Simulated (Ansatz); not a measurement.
Stepwise reaction of `[F][Hf]([F])([SeH])[SeH]` with hydrogen fluoride, as a gas-phase model of exchange steps in deposition or etching. ΔE in kJ/mol; ΔG adds harmonic PBE0-D4 terms to CCSD(T)/CBS, at 1 bar.

Isolated molecules relaxed with PBE0-D4/def2-TZVP in Ansatz; ΔE leaves out vibrations. CCSD(T)/CBS is the MP2 limit (def2-TZVPP, def2-QZVPP) plus CCSD(T) − MP2 in def2-TZVPP, frozen cores. This one scheme is used for every species. DFT in def2-TZVPP. B3LYP here is the variant with VWN-RPA as its local correlation; programs differ in this. Elements past krypton have def2 core potentials. For Hf, Se outer-core shells are correlated without core-valence functions, which leaves a few kJ/mol of doubt a bond. Scalar relativity is left out up to krypton. One conformer a species, not always the lowest.

```
step                                                            reaction  PBE-D4  B3LYP-D4  ωB97M-V  CCSD(T)/CBS  ΔG(500 K)
   1  `[F][Hf]([F])([SeH])[SeH]` + H–F → `[F][Hf]([F])([F])[SeH]` + H₂Se   -79.9     -86.1    -86.3        -71.5      -79.0
   2      `[F][Hf]([F])([F])[SeH]` + H–F → `[F][Hf]([F])([F])[F]` + H₂Se   -81.8     -88.1    -86.1        -74.3      -68.2
```

Question: By hand: ΔE of the 2 steps together at CCSD(T)/CBS.

Answer: (-71.5) + (-74.3) = -145.8 kJ/mol, or -72.9 kJ/mol a step.

In ΔE the steps differ by no more than 2.8 kJ/mol. All are downhill at CCSD(T)/CBS. ΔG lies between -79.0 and -68.2 kJ/mol a step. PBE-D4 differs from CCSD(T)/CBS by -8.4 to -7.5 kJ/mol a step. Only this route is followed, and other bonds may react first. Isolated molecules leave out the surface, adducts and barriers. Largest T1 diagnostic: 0.016.
